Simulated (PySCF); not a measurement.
A side-by-side comparison of computed properties.

First species: C4H13FSSi2.
SMILES: `C[SiH2]C[C@@H](CF)[SiH2]S`

Second species: C₆H₁₀N₂Si.
SMILES: `N[SiH2]NC1=CC=CC=C1`

Levels: PBE0/pcSseg-1 for HOMO energy, LUMO energy and HOMO–LUMO gap. Geometries: GFN2-xTB. Each species is one conformer at its optimised geometry, gas phase, non-relativistic unless stated; the electronic structure was computed with PySCF and density fitting.

Dipoles, sizes and rotational constants follow the conformer. The torsions of the flexible species, by atom-mapped SMILES:
- `[NH2:1][SiH2:2][NH:3][c:4]1[cH:5][cH:6][cH:7][cH:8][cH:9]1`: N1–Si2–N3–C4 -176°, Si2–N3–C4–C5 -2°, H–N1–Si2–N3 -55°, H–N1–Si2–N3 171°

The conformers of `C[SiH2]C[C@@H](CF)[SiH2]S` aren't listed.

| property | column X | column Y |
| --- | --- | --- |
| HOMO energy | -7.31 eV | -5.87 eV |
| LUMO energy | 0.32 eV | 0.02 eV |
| HOMO–LUMO gap | 7.63 eV | 5.89 eV |

Which column belongs to which species?

Column X is the first species and column Y the second. The first has 21 atoms and 90 electrons, the second 19 and 74.

How does each property change from the first species to the second?

HOMO energy +1.44 eV; LUMO energy -0.30 eV; HOMO–LUMO gap -1.74 eV.

